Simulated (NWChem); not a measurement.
System: BeH2; SMILES [BeH2]

```xyz
3

Be     0.0000     0.0000     0.0000
H      0.0000     0.0000     1.3390
H      0.0000     0.0000    -1.3390
```
Atoms are numbered in this order, from 1.

Program: NWChem. All runs use the structure optimised with PBE0/def2-SVP. GIAO values for the isolated, static molecule; σ is the absolute isotropic shielding.

Task: Predict the results for Hartree-Fock/cc-pVTZ. Quantities: σ Be1 (ppm); σ H2 (ppm).

Result: The σ Be1 (ppm) is 88.7 and the σ H2 (ppm) comes out as 28.27.
